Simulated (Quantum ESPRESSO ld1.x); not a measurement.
Values are calculated unless marked as measured or tabulated.
Rh4+, 41 electrons, occupied as [Kr] 4d5. Level of theory: Dirac Kohn-Sham, LDA (Slater exchange, VWN5 correlation), spin-unpolarised, spherical densities, point nucleus; open shells are shared between the two j in proportion to 2j + 1 (ld1.x of Quantum ESPRESSO 7.5).

Unscreened Slater integrals over Kohn-Sham orbitals (eV). Large and small components are both included.

integral,value
"F0(4d5/2,4d5/2)",18.716
"F2(4d5/2,4d5/2)",9.4950
"F4(4d5/2,4d5/2)",6.2651
"F0(4d5/2,4d3/2)",18.794
"F2(4d5/2,4d3/2)",9.5320
"G2(4d5/2,4d3/2)",9.5275
"G4(4d5/2,4d3/2)",6.2867
"F0(4d5/2,4p3/2)",20.550
"F2(4d5/2,4p3/2)",10.308
"G1(4d5/2,4p3/2)",13.018
"G3(4d5/2,4p3/2)",8.0027
"F0(4d5/2,4p1/2)",20.756
"G3(4d5/2,4p1/2)",7.9414
"F0(4d5/2,4s1/2)",21.257
"G2(4d5/2,4s1/2)",9.6009
"F0(4d3/2,4d3/2)",18.874
"F2(4d3/2,4d3/2)",9.5708
"F0(4d3/2,4p3/2)",20.657
"F2(4d3/2,4p3/2)",10.384
"G1(4d3/2,4p3/2)",13.138
"G3(4d3/2,4p3/2)",8.0787
"F0(4d3/2,4p1/2)",20.866
"G1(4d3/2,4p1/2)",13.075
"F0(4d3/2,4s1/2)",21.377
"G2(4d3/2,4s1/2)",9.7267
"F0(4p3/2,4p3/2)",23.077
"F2(4p3/2,4p3/2)",12.128
"F0(4p3/2,4p1/2)",23.378
"G2(4p3/2,4p1/2)",12.253
"F0(4p3/2,4s1/2)",24.109
"G1(4p3/2,4s1/2)",16.323
"F0(4p1/2,4p1/2)",23.694
"F0(4p1/2,4s1/2)",24.461
"G1(4p1/2,4s1/2)",16.684
"F0(4s1/2,4s1/2)",25.316
